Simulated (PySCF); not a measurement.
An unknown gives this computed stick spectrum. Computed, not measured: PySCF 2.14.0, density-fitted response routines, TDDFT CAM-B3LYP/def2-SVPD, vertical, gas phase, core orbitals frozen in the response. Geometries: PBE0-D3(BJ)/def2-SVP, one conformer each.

| state | λ (nm) | f |
| --- | --- | --- |
| S1 | 138.5 | 0.0088 |
| S2 | 130.2 | 0.016 |
| S3 | 126.6 | 0.026 |
| S4 | 123.3 | 0.032 |
| S5 | 121.8 | 0.032 |
| S6 | 121.8 | 0.032 |
| S7 | 120.7 | 0.0009 |
| S8 | 118.2 | 0.0043 |
| S9 | 116.4 | 0.051 |
| S10 | 114.5 | 0.023 |

Question: Which candidate is it? All have the formula C3H4F4O.
A. `COC(F)(F)C(F)F`
B. `CO[C@@H](F)C(F)(F)F`
C. `OC[C@@H](F)C(F)(F)F`

Answer: A. Its S1, at 8.95 eV, is the highest among the candidates; the nearest of the others has S1 at 8.53 eV. S1 is HOMO→LUMO (91%). Löwdin shares by element: HOMO oxygen 56%, carbon 16% or more, hydrogen 15% or more; LUMO carbon 36% or more, oxygen 9%, hydrogen 9% or more (atoms not listed hold the other 46%). At the same level the other candidates give, for their lowest levels:
- `OC[C@@H](F)C(F)(F)F`: 163 nm (f 0.010); 145 nm (f 0.038); 136 nm (f 0.013); 134 nm (f 0.015); 132 nm (f 0.034); T1 7.24 eV; HOMO -10.18, LUMO 0.95 eV
- `CO[C@@H](F)C(F)(F)F`: 145 nm (f 0.024); 134 nm (f 0.009); 130 nm (f 0.037); 129 nm (f 0.063); 128 nm (f 0.029); T1 8.28 eV; HOMO -10.66, LUMO 1.09 eV

Conformer computed: `[CH3:1][O:2][C:3]([F:4])([F:5])[CH:6]([F:7])[F:8]`: C1–O2–C3–F4 56°, O2–C3–C6–F7 -63°.
Triplets come from the Tamm–Dancoff approximation.
